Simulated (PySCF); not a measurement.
C2H6S2Te. Atoms are numbered in the order given.

```xyz
11

Te     0.2269    -0.8285     0.0000
S     -0.6867     0.3321    -1.9295
C      0.4910     1.7078    -2.2138
H      0.4168     2.4694    -1.4143
H      0.1932     2.1689    -3.1775
H      1.5321     1.3421    -2.2945
S     -0.6867     0.3321     1.9295
C      0.4910     1.7078     2.2138
H      1.5321     1.3421     2.2945
H      0.1932     2.1689     3.1775
H      0.4168     2.4694     1.4143
```
Charge 0, spin multiplicity 1.

Geometry: PBE-D3(BJ)/def2-SVP. The def2 effective core potentials stand for the cores of Te; spin–orbit coupling is left out. The values are those of a single conformer.

Calculation: PBE-D3(BJ)/def2-SVP in PySCF 2.14.0.

Frequencies are harmonic and unscaled.

Question: Give all harmonic wavenumbers and intensities. (An estimate is asked for; the answer gives what the named calculation found.)

Answer: 
```
mode  ν (cm⁻¹)  IR (km/mol)  moving atoms (share of kinetic energy)
----  --------  -----------  --------------------------------------
1           61          0.9                  C 40 %, S 34 %, H 26 %
2           64          0.2                 C 59 %, H 23 %, Te 10 %
3          103          0.7                          H 53 %, S 39 %
4          122          0.3                                  H 95 %
5          155          2.6                          H 50 %, S 42 %
6          177          0.2          C 49 %, H 25 %, S 17 %, Te 8 %
7          195          0.1         C 43 %, H 21 %, Te 19 %, S 17 %
8          316         27.6                         S 75 %, Te 22 %
9          343          1.3                         S 82 %, Te 14 %
10         679          3.0                  C 58 %, S 31 %, H 12 %
11         680          1.3                  C 58 %, S 31 %, H 11 %
12         917          1.3                          H 80 %, C 17 %
13         919          2.8                          H 82 %, C 16 %
14         922         17.4                          H 80 %, C 17 %
15         923          7.6                          H 82 %, C 15 %
16        1265         13.7                          H 86 %, C 13 %
17        1273          3.6                          H 87 %, C 13 %
18        1381         12.3                                  H 95 %
19        1385         11.5                                  H 95 %
20        1396         13.6                                  H 95 %
21        1401          9.3                                  H 95 %
22        2974          7.8                                  H 98 %
23        2975         24.2                                  H 98 %
24        3081          0.3                          H 90 %, C 10 %
25        3082          2.4                          H 90 %, C 10 %
26        3096          2.6                          H 90 %, C 10 %
27        3097          4.8                          H 90 %, C 10 %
```
